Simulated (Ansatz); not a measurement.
**Which is lower?**

The two ends of one reaction step of BPH₅Br, closed shell (PBE0-D4/def2-TZVP).

A:

| atom | x (Å) | y (Å) | z (Å) |
| --- | --- | --- | --- |
| B1 | -1.0901 | 0.0739 | -0.3206 |
| Br2 | 1.9306 | -1.0796 | -1.6861 |
| H3 | -1.5859 | -1.0070 | -0.3937 |
| H4 | -1.2244 | 0.8798 | -1.1878 |
| H5 | 1.2762 | -0.4804 | -0.5603 |
| P6 | -0.3515 | 0.6109 | 1.2913 |
| H7 | 0.7122 | 1.4912 | 1.0119 |
| H8 | 0.3329 | -0.4888 | 1.8453 |

B:

| atom | x (Å) | y (Å) | z (Å) |
| --- | --- | --- | --- |
| B1 | -0.5870 | -0.1598 | -0.8895 |
| Br2 | 0.6294 | -1.6221 | -1.5860 |
| H3 | -1.6747 | -0.5691 | -0.5864 |
| H4 | -0.5610 | 0.8272 | -1.5733 |
| H5 | 1.6439 | 0.7155 | 0.6181 |
| P6 | 0.3145 | 0.2857 | 0.7600 |
| H7 | -0.2210 | 1.2967 | 1.5867 |
| H8 | 0.4558 | -0.7742 | 1.6704 |

Ansatz 0.2.0; basis: def2-TZVPP; cores frozen in the correlated methods. Filled d shells of the heavier atoms are correlated. The def2 sets are not built for correlating such inner shells, so the correlated values are less sure here. B3LYP uses VWN-RPA correlation.

**Question.** Which structure is lower at CCSD(T), and by how much? (To be estimated.)

**Answer.** The calculation gives: B, by 30.63 kcal/mol (electronic energy, against the other). By their contacts, A is a complex of BPH₄ ([BH2][PH2]) + HBr and B is BPH₅Br ([PH3][BH2][Br]).

All methods give the same order:

```
      method  E(B) − E(A) (kcal/mol)
       SPW92                  -36.09
      PBE-D4                  -31.95
     BLYP-D4                  -28.01
   r2SCAN-D4                  -32.26
      B97M-V                  -28.04
     PBE0-D4                  -33.82
    B3LYP-D4                  -29.92
  r2SCAN0-D4                  -33.91
    BHLYP-D4                  -31.84
CAM-B3LYP-D4                  -31.12
     wB97X-V                  -32.84
     wB97M-V                  -31.56
      B2PLYP                  -30.51
    PBE-QIDH                  -35.10
  RPA on PBE                  -29.14
          HF                  -28.13
         MP2                  -34.08
        CCSD                  -30.29
     CCSD(T)                  -30.63
```

T1 diagnostic: at most 0.013.

Labels in which every atom is bracketed show which atoms are joined, not bond orders.

For scale, one of the runs: CCSD(T)/def2-TZVPP, 191 basis functions (an equivalent command: `ansatz run in.yaml --threads 4`). The run took 46 s on 4 CPU threads (shared host), with 2 GiB of host memory at its peak.
